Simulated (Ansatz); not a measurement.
`ClC1=CB1`, relaxed with RKS PBE0-D4/def2-TZVP in the Gaussian-basis code of Ansatz from a PBE-D4/def2-SVP geometry. The force threshold is 0.005 eV/Å; the program also tests the step.

The species carries charge 0 and has multiplicity 1.

Start:

```xyz
6

Cl    2.135    0.825    0.709
C     0.657    0.171    0.154
C    -0.681    0.383    0.276
B    -0.238   -0.752   -0.593
H    -1.398    1.052    0.774
H    -0.474   -1.678   -1.321
```

**Question.** By how much does the energy fall, and how many steps does the optimiser take? (Estimate.)

**Answer.** Computed: 3.83 kJ/mol, in 5 steps, 1 of them rejected.

**Question.** Which bonds change most? (Estimate.)

**Answer.** Computed: Cl1–C2 from 1.709 to 1.688 Å; C2–B4 from 1.486 to 1.465 Å; B4–H6 from 1.202 to 1.181 Å; C2–C3 from 1.360 to 1.340 Å.

**Question.** Give the relaxed structure. (An estimate is asked.)

**Answer.** Ansatz gave: 
```xyz
6

Cl    2.103    0.813    0.700
C     0.644    0.167    0.151
C    -0.674    0.377    0.272
B    -0.238   -0.743   -0.586
H    -1.373    1.039    0.765
H    -0.462   -1.654   -1.302
```
